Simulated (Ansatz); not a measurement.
## Relative stability

Two isomers of C₃H₂Se, singlet, relaxed at PBE0-D4/def2-TZVP (vibrations not checked).

A:

```
6
angstrom
Se -1.2274 -0.7632 2.0259
C -0.3580 -0.2225 0.5908
C 0.8047 -0.1426 -0.2049
C -0.2918 0.4616 -0.6417
H 1.8440 -0.3873 -0.3639
H -0.7714 1.0540 -1.4061
```

B:

```csv
atom,x (Å),y (Å),z (Å)
C1,0.3776,1.2882,-0.8232
C2,0.1289,0.3076,-0.1657
C3,-0.1378,-0.8245,0.6097
Se4,-1.5413,-1.8720,0.4047
H5,0.5824,2.1509,-1.4129
H6,0.5902,-1.0502,1.3874
```

Ansatz 0.2.0; basis: def2-TZVPP; cores frozen in the correlated methods. Filled d shells of the heavier atoms are correlated. The def2 sets are not built for correlating such inner shells, so the correlated values are less sure here. B3LYP uses VWN-RPA correlation.

**Question.** Which structure is lower at CCSD(T), and by how much? (An estimate is asked for; the value comes from the calculation.)

**Answer.** By the calculation: B, by 31.3 kJ/mol (electronic energy, against the other). By their contacts, A is C₃H₂Se ([Se][C]1[CH][CH]1) and B is C₃H₂Se ([CH][C][CH][Se]).

**Question.** Do the other methods give the same order? (Judge from chemistry; the calculation decides.)

**Answer.** The calculation gives: Not all: PBE0-D4, HF give the other order.

```tsv
method	E(B) − E(A) (kJ/mol)
PBE-D4	-11.6
r2SCAN-D4	-7.2
PBE0-D4	3.4
B3LYP-D4	-22.6
wB97M-V	-4.7
HF	8.5
MP2	-32.0
CCSD	-24.8
CCSD(T)	-31.3
```

T1 diagnostic: at most 0.018. The restricted Hartree–Fock reference is unstable towards an unrestricted one at one or more of these structures.

Labels in which every atom is bracketed show which atoms are joined, not bond orders.
